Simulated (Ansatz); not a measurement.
`BC[SiH2][NH][AlH2]` + propene → `BC[SiH3]` + `C/C=C\[NH][AlH2]`  (formal exchange of groups at the Si–N bond)

Calculated with Ansatz (gas phase, PBE0-D4/def2-TZVP geometries, no zero-point term in ΔE). CCSD(T)/CBS is the MP2 limit (def2-TZVPP, def2-QZVPP) plus CCSD(T) − MP2 in def2-TZVPP, frozen cores. Functionals use def2-TZVPP. Each species was taken in one conformer, which may not be the lowest.

CCSD(T)/CBS gives +1.08 eV.

**Question.** Another level gave +1.01 eV. Which?
A. CCSD/def2-TZVPP
B. r2SCAN/def2-TZVPP
C. PBE/def2-TZVPP
D. B2PLYP/def2-TZVPP

**Answer.** D. B2PLYP 1.01, CCSD/def2-TZVPP 1.07, r2SCAN 0.96, PBE 0.85 eV.

Largest T1 diagnostic among the species: 0.012.

In def2-TZVPP, CCSD(T) changes the Hartree–Fock value by −0.09 eV (the triples alone add −0.02 eV) and MP2 by −0.08 eV. From PBE to PBE0 (25 % exact exchange), in def2-TZVPP and without D4, ΔE moves by +0.07 eV.
